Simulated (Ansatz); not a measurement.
Interaction energy ladder

The pair of K⁺ (SMILES [K+], atom 1) and SiNH₅ (SMILES [SiH3]N, atoms 2–8), both closed shells, in one local arrangement (a lower one may exist), relaxed at PBE0-D4/def2-TZVP:

```
8
angstrom
K -0.7326 2.2904 -1.7479
Si 0.1431 -0.9287 -0.0634
N -0.0277 0.7447 0.4892
H -1.1713 -1.2771 -0.6595
H 1.1806 -0.8830 -1.1243
H 0.5152 -1.8912 0.9971
H 0.8300 1.1039 0.8988
H -0.7373 0.8411 1.2101
```

Program: Ansatz 0.2.0. Basis: def2-TZVPPD, with def2-QZVPPD for the basis limit. Cores are frozen in the correlated methods. The outer core shell of Li, Na, Mg and K is correlated. The def2 sets are not built for correlating such inner shells, so the correlated values are less sure here. B3LYP uses VWN-RPA correlation. Extrapolation: Hartree–Fock as exp(−7.88 √X), correlation as X^−2.97. Interaction energies count from these two fragments, frozen as in the pair, with the counterpoise correction; negative means bound.

**Question.** What is the interaction energy by CCSD(T) at an estimated basis limit (MP2 extrapolated from triple and quadruple zeta, plus CCSD(T) − MP2 in triple zeta)? (An estimate is asked for; the value comes from the calculation.)

**Answer.** By the calculation: -17.38 kcal/mol. Hartree–Fock alone gives -15.69 kcal/mol at the basis limit. It counts from the two fragments frozen as in the pair.

The same quantity by other methods in triple zeta, and each one's difference from that estimate:
```
   method  E_int (kcal/mol)  difference
   PBE-D4            -17.33        0.05
revPBE-D4            -16.25        1.14
  BLYP-D4            -17.00        0.39
r2SCAN-D4            -16.72        0.66
   B97M-V            -16.24        1.14
  PBE0-D4            -17.54       -0.15
 B3LYP-D4            -17.52       -0.14
 HSE06-D4            -17.53       -0.14
  wB97X-V            -17.38        0.01
  wB97M-V            -17.33        0.05
   B2PLYP            -16.50        0.88
       HF            -15.52        1.86
      MP2            -16.49        0.90
     CCSD            -16.30        1.09
  CCSD(T)            -16.31        1.08
```
Differences are method less estimate.

**Question.** Which atoms make the shortest contact between the fragments?

**Answer.** K1 and N3, 2.81 Å apart.

Energy to bend the free fragments (PBE0-D4 minima) into their shapes in the pair, CCSD(T)/def2-TZVPPD: SiNH₅ 1.21 kcal/mol. This must be added to the interaction energy to get the binding energy from relaxed fragments.

Basis-set superposition shift (counterpoise-corrected less uncorrected): CCSD(T) 1.07; MP2 0.99; HF 0.12; PBE0-D4 0.21; wB97M-V 0.21 kcal/mol.

The T1 diagnostic stays at or below 0.011.

For scale, one of the runs: CCSD(T)/def2-TZVPPD, 206 basis functions, launched by `ansatz run in.yaml --threads 2 --pin off --events-out ev --progress --plain --max-ram 5222MiB`. The run took 61 s on 2 CPU threads of an Arm Neoverse V2 (shared host), with 2.6 GiB of host memory at its peak.
